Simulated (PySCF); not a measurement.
**NMR data sheet: C$_{9}$H$_{9}$OP**

| Quantity | Value |
| --- | --- |
| Formula | C9H9OP |
| SMILES | C=Cc1ccpcc1C(C)=O |
| InChI | InChI=1S/C9H9OP/c1-3-8-4-5-11-6-9(8)7(2)10/h3-6H,1H2,2H3 |
| Point group of the computed structure | C1 |
| Carbon signals | 9 |
| Proton signals | 7 |

Numbering as in the mapped SMILES `[CH2:1]=[CH:2][c:3]1[cH:4][cH:5][p:6][cH:7][c:8]1[C:9]([CH3:10])=[O:11]`. Each H is labelled by its parent atom. Ha(C1) is cis to C3; Hb(C1) is trans to C3.

- geometry: GFN2-xTB
- shieldings: GIAO PBE0/pcSseg-1
- program: PySCF 2.14.0 with density-fitted response routines
- non-relativistic, one averaged value for each set of equivalent atoms, isolated molecule, a single conformation

Referencing at the same level of theory: ¹H (σref 31.72), ¹³C (σref 186.93) vs TMS; H3PO4 for ³¹P (σref 318.38); ¹⁷O (σref 336.08) vs H2O.

```tsv
carbon	δC, type	δH (multiplicity)	HMBC from (2–3 bonds)	span of the C tensor (ppm)
C1	125.2, CH2	Ha(C1) 6.27 (m); Hb(C1) 5.83 (m)	H(C2)	216
C2	145.0, CH	7.18 (m)	H(C4), Ha(C1), Hb(C1)	230
C3	138.7, C	–	H(C5), H(C7), H(C4), H(C2), Ha(C1), Hb(C1)	207
C4	135.4, CH	8.41 (m)	H(C5), H(C2)	233
C5	165.4, CH	9.28 (m)	H(C7), H(C4)	327
C7	160.4, CH	8.91 (m)	H(C5)	316
C8	153.4, C	–	H(C7), H(C4), H(C2), H(C10)	203
C9	215.1, C	–	H(C7), H(C10)	214
C10	36.3, CH3	2.45 (s)	–	60
```

Other nuclei:
```json
{"atoms": "P6", "nucleus": "³¹P", "environment": "phosphorus bonded to 2 C, in a 6-membered ring", "δ (ppm)": "232.5", "σ (ppm)": "85.9"}
{"atoms": "O11", "nucleus": "¹⁷O", "environment": "ketone oxygen", "δ (ppm)": "700.3", "σ (ppm)": "-364.2"}
```

1. δC 215.1: ketone carbonyl carbon; the double bond to the heteroatom, with no lone-pair donor beside it, deshields it most.
2. δC 153.4, 138.7: substituted aromatic carbon.
3. δC 145.0: alkene CH; the olefinic region.
4. δC 125.2: terminal =CH2 carbon; as expected for a trigonal carbon in a double bond.
5. δH 9.28, 8.91, 8.41: hydrogen on an aromatic CH.

Splittings by ³¹P in the carbon and heteronuclear signals aren't shown, as no couplings were computed. Shifts are as computed. Against solution values, carbons near 30 ppm lie about +3 ppm off and those near 130 ppm about +5 ppm. Of 1211 compounds with measured shifts, 218 miss one by over three times the rms of a fit or turn the order of signals round; such compounds aren't used in these exercises. Unscaled 17O shifts of doubly bonded oxygen tend to come out too high, by tens of ppm or more. Experimental scales use liquid or dissolved standards, which lie at an offset from isolated H2O (liquid H2O: subtract about 36 ppm) and H3PO4. Multiplicities follow the n + 1 count of equivalent neighbours, as no J values were calculated; m marks all less simple cases, F and P coupling included.
